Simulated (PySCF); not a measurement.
**UHF on La (lanthanum, neutral)**

Configuration: [Xe] 5d3, high-spin 4F determinant (an excited configuration). All numbers are calculated (PySCF 2.14, scalar relativity through the core potential, in def2-TZVPPD with the def2 core potential (46 electrons) (6s5p3d2f1g, 59 functions)).

| Property | Result |
| --- | --- |
| Total energy | -31.038162 hartree |
| One-electron energy | -52.5699 hartree |
| Hartree (Coulomb) energy | 25.4693 hartree |
| Exchange energy | -3.9376 hartree |
| ⟨S²⟩ | 3.7598 |
| ⟨L²⟩ | 12.069 |
| Sum of ⟨r⟩ | 24.51 bohr |
| Sum of ⟨r²⟩ | 69.06 bohr² |

| shell | electrons | mean orbital energy (hartree) | rms radius, mean of both spins (bohr) |
| --- | --- | --- | --- |
| 5s α | 1 | -1.73412 | 1.70 |
| 5s β | 1 | -1.68642 | 1.70 |
| 5p α | 3 | -0.98146 | 1.97 |
| 5p β | 3 | -0.89559 | 1.97 |
| 5d α | 3 | -0.15159 | 3.65 |

Energies and moments cover only the electrons outside the core potential. Spin-orbit coupling, absent here, splits the open shell strongly.
